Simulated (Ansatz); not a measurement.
Reaction (atomization): `NPS[SiH3]` → 6 H• + N• + P• + S• + Si•

Calculated with Ansatz (gas phase, PBE0-D4/def2-TZVP geometries, no zero-point term in ΔE). CCSD(T)/CBS is the MP2 limit (def2-TZVPP, def2-QZVPP) plus CCSD(T) − MP2 in def2-TZVPP, frozen cores. This one scheme is used for every species, atoms too. Functionals use def2-TZVPP. Open shells (•) are unrestricted, without spin–orbit coupling. Spin–orbit coupling would lower the free atoms: a little for S, Si. One conformer a species, not always the lowest.

`NPS[SiH3]`:

Cartesian coordinates in Å:
```
N 0.766 2.038 -0.351
P 1.286 0.438 -0.254
S 0.175 -0.524 1.317
Si -1.089 -1.653 0.022
H 0.028 2.203 -1.018
H 0.630 2.575 0.493
H 2.397 0.671 0.593
H -0.318 -2.670 -0.736
H -2.099 -2.321 0.880
H -1.778 -0.758 -0.946
```

CCSD(T)/CBS gives +3018.1 kJ/mol.

Another level gave +2906.9 kJ/mol. Which?
A. PBE0/def2-TZVPP
B. LC-ωPBE/def2-TZVPP
C. MP2/def2-TZVPP
D. BHLYP/def2-TZVPP

C. MP2/def2-TZVPP 2906.9, PBE0 2980.8, BHLYP 2918.2, LC-ωPBE 2963.4 kJ/mol.

What do rigid-rotor, harmonic-oscillator terms from PBE0-D4/def2-TZVP frequencies (298.15 K, 1 bar) make of the CCSD(T)/CBS value? (An estimate is asked.)

Ansatz gave: ΔZPE = -167.8 kJ/mol, ΔH = +2890.8 kJ/mol, ΔS = 989 J/(mol·K), ΔG = +2596.0 kJ/mol. Open shells count their whole term as degenerate.

Largest T1 diagnostic among the species: 0.013.

From PBE to PBE0 (25 % exact exchange), in def2-TZVPP and without D4, ΔE moves by −45.9 kJ/mol: exact exchange takes away binding that semilocal exchange gives to molecules. The D4 term adds +41.9 kJ/mol with B3LYP and +21.9 kJ/mol with PBE0; it sums over pairs of atoms, weighted by their polarisabilities, and B3LYP, whose exchange is more repulsive, gets the larger term. Leaving LDA and LC-ωPBE aside and taking each functional with its dispersion term where it has one, the values, not all of them listed here, spread over 108.4 kJ/mol, from BHLYP-D4 to ωB97X-V. LDA lies +422.1 kJ/mol from PBE without D4, its usual overbinding.

B3LYP here is the variant with VWN-RPA as its local correlation; programs differ in this.

For atomizations the MP2-based limit and the directly extrapolated one differ by several kJ/mol either way, and by 10 to 25 for some Ge, Se and Sn compounds, so smaller differences from it don't rank the levels.
